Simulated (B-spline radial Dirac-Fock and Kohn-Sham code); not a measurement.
## Two-hole binding energies of Eu¹²⁺

System: the Eu¹²⁺ ion in the configuration 1s2 2s2 2p6 3s2 3p6 3d10 4s2 4p6 4d10 4f3 5s2.

Input of the calculation (task.json; shells as n, l, electrons):

```json
{"items": [{
  "Z": 63,
  "q": 12,
  "cfg": [[1, 0, 2], [2, 0, 2], [2, 1, 6], [3, 0, 2], [3, 1, 6], [3, 2, 10], [4, 0, 2], [4, 1, 6], [4, 2, 10], [4, 3, 3], [5, 0, 2]],
  "A": 153,
  "rrms": 5.1115,
  "do": ["binding", "quiet", "double"]
}]}
```

Run with: `python xray_run.py task.json out`

The computed values come from a radial finite-basis atomic code: Dirac-Fock (average of configuration) total-energy differences with a finite nucleus, the Breit interaction including its frequency dependence, and self-energy and vacuum-polarisation corrections. U is the two-hole binding energy less the two single-hole energies, the effective repulsion of the holes after relaxation. Each two-hole energy is an average over J within one jj subconfiguration.

```
          holes  E(a) (eV)  E(b) (eV)  E(ab) (eV)  U (eV)
   1s⁻¹ 2p1/2⁻¹    48763.8     7864.2     56961.2   333.2
   1s⁻¹ 3p1/2⁻¹    48763.8     1864.9     50738.2   109.5
   1s⁻¹ 3d3/2⁻¹    48763.8     1408.7     50268.6    96.1
        2p1/2⁻²     7864.2     7864.2     15968.4   240.0
        2p3/2⁻²     7223.9     7223.9     14655.8   208.0
   2s⁻¹ 3p3/2⁻¹     8304.7     1732.0     10122.6    85.9
   2p1/2⁻¹ 3s⁻¹     7864.2     2054.5     10005.9    87.2
   2p3/2⁻¹ 3s⁻¹     7223.9     2054.5      9364.6    86.3
2p3/2⁻¹ 3p1/2⁻¹     7223.9     1864.9      9181.1    92.3
        3p1/2⁻²     1864.9     1864.9      3803.1    73.3
3d3/2⁻¹ 3d5/2⁻¹     1408.7     1380.7           ?       ?
        3d5/2⁻²     1380.7     1380.7      2835.8    74.5
4d3/2⁻¹ 4d5/2⁻¹      376.1      370.5       779.5    32.9
        4d5/2⁻²      370.5      370.5       773.5    32.5
```

**Question.** Give the missing two-hole energy and U.

**Answer.** E(ab) = 2865.2 eV and U = 75.8 eV.
